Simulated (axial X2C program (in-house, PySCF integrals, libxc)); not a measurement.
# RbSe: bond constants with and without spin–orbit coupling

Computed with an in-house relativistic program for diatomic molecules. Spin-free means the one-electron spin-free X2C Hamiltonian; two-component (2c) means X2C with spin–orbit coupling and atomic mean-field two-electron Coulomb and Gaunt terms, so the difference of the two also holds small scalar two-electron terms. Basis: Rb dyall-cv3z [12s13p8d4f1g], Se dyall-cv3z [8s9p6d4f1g] (cores contracted in-house); Gaussian nuclei, density fitting, unrestricted open shells. Masses: Rb 84.912 u, Se 79.917 u.

State, spin-free: M_S = 1/2, Λ = 1 (beyond evenly filled blocks: π+α, π+β, π-α); electrons by block: σα: 16, σβ: 16, π+α: 8, π+β: 8, π-α: 8, π-β: 7, δ+α: 2, δ+β: 2, δ-α: 2, δ-β: 2. Fragments: Rb + Se.

State, 2c: Ω = 3/2 (⟨Sz⟩ = 0.50, ⟨Lz⟩ = 1.00 at PBE0); electrons by block: 1/2: 24, -1/2: 24, 3/2: 10, -3/2: 9, 5/2: 2, -5/2: 2. Fragments: Rb + Se.

```tsv
Hamiltonian	level	Re (Å)	ωe (cm⁻¹)	Be (cm⁻¹)	αe (cm⁻¹)	De (eV)	k (mdyn/Å)	μ (D)
spin-free	PBE0	3.063	151.8	0.04364	0.000164	2.43	0.559	-10.43
spin-free	HF	3.163	144.6	0.04092	0.00015	1.41	0.507	-11.87
spin-free	MP2	3.078	154.1	0.04323	0.000158	2.28	0.576	n/a
spin-free	B97-3	3.095	147.8	0.04274	0.000153	2.54	0.53	-10.78
2c	PBE0	3.064	151.5	0.04362	0.000164	2.47	0.557	-10.41
2c	HF	3.164	144.4	0.0409	0.00015	n/a	0.506	-11.87
2c	MP2	3.078	153.9	0.04321	0.000158	2.24	0.574	n/a
2c	B97-3	3.096	147.6	0.04272	0.000153	2.53	0.528	-10.77
```

Correlated methods: 15 electrons correlated (number of frozen shells: Rb 3 s, 2 p, 1 d; Se 3 s, 2 p, 1 d), 277 virtual spin orbitals or spinors in MP2.

Dipoles are positive if Se is the positive end.

The state is a single determinant with fixed occupations, the lowest that a limited PBE0 search found. Dissociation energies refer to the lowest single-determinant-based atoms at the same level and basis. De is not given where an atomic determinant may have missed its ground term or J level, or where the truncated virtual space spoils (T). Density functionals use the spin component along the axis (collinear). PBE0 can misorder states that lie within some tenths of an eV, so this need not be the ground state of the molecule. The nearest other spin-free determinant of the search, M_S = 1/2, Λ = 0, lies 0.24 eV up at the distance of the search. Without a current term, density functionals place determinants with orbital angular momentum somewhat too high.

Rough cost a point (2c) on 1 thread(s) of a shared host, integrals apart: PBE0 1.6 s, HF 1.2 s, B97-3 1.7 s.

The whole task took 3.5 min on 1 thread of Intel(R) Xeon(R) Platinum 8259CL CPU @ 2.50GHz (Skylake/Cascade Lake), with other jobs on the host.
